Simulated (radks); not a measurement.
Values are calculated unless marked as measured or tabulated.
All-electron atom: Bi4+ in [Xe] 4f14 5d10 6s0.75 7s0.25 (fractional occupations, a model configuration).

Level of theory: Dirac Kohn-Sham, PBE, spin-unpolarised, spherical densities, finite nucleus; Fermi nuclear charge, rms radius 5.5211 fm (a radial shooting solver on a logarithmic mesh with Libxc functionals).

Energy parts (eV):
total: -586982.63
kinetic: 685601.25
electron-nucleus: -1484129.32
Hartree: 222355.98
exchange-correlation: -10810.55

Orbitals (lengths in bohr, moments of r in powers of bohr; <r^-3> diverges for s and p1/2; r(max) is where P^2 peaks):
orbital,occ.,eigenvalue (eV),<r^4>,<r^-3>,<1/r>,r(max)
1s1/2,2,-90494.53,3.333e-07,-,103.2,0.009661
2s1/2,2,-16281.17,0.00004750,-,25.57,0.05643
2p1/2,2,-15651.95,0.00002789,-,25.54,0.04119
2p3/2,4,-13332.51,0.00004565,24420,20.24,0.04902
3s1/2,2,-3962.028,0.001711,-,9.375,0.1588
3p1/2,2,-3675.938,0.001478,-,9.289,0.1478
3p3/2,4,-3156.625,0.002122,5794,7.903,0.1636
3d3/2,4,-2685.058,0.001385,1019,7.803,0.1269
3d5/2,6,-2574.944,0.001542,826.9,7.497,0.1312
4s1/2,2,-942.1650,0.03716,-,3.986,0.3564
4p1/2,2,-817.4188,0.03901,-,3.878,0.3537
4p3/2,4,-689.4337,0.05502,1435,3.399,0.3855
4d3/2,4,-485.8641,0.06281,229.8,3.204,0.3763
4d5/2,6,-461.9690,0.06951,182.2,3.097,0.3859
5s1/2,2,-199.5988,0.8582,-,1.669,0.7718
4f5/2,6,-197.8231,0.1011,40.66,2.767,0.3399
4f7/2,8,-192.3298,0.1069,38.48,2.726,0.3443
5p1/2,2,-156.2823,1.138,-,1.549,0.8071
5p3/2,4,-131.5711,1.666,273.5,1.374,0.8830
5d3/2,4,-70.6184,4.100,30.72,1.109,1.013
5d5/2,6,-67.4967,4.639,23.87,1.071,1.042
6s1/2,0.75,-51.8770,25.40,-,0.6663,1.776
6p1/2,0,-41.0645,42.32,-,0.5830,1.990
6p3/2,0,-37.3682,58.73,41.57,0.5302,2.183
6d3/2,0,-24.1546,185.3,4.152,0.3981,2.916
6d5/2,0,-23.7252,199.6,3.357,0.3908,2.981
7s1/2,0.25,-23.3573,384.5,-,0.3336,3.792

The highest occupied level is 7s1/2 at -23.357 eV. The configuration is held as typed, so some empty levels lie below it. Summed over all electrons, <r^2> = 38.90 bohr^2, which gives a Langevin (diamagnetic) susceptibility term of -30.8 x 10^-6 cm^3/mol. The electron density at the nucleus is 2.969e+06 e/bohr^3.
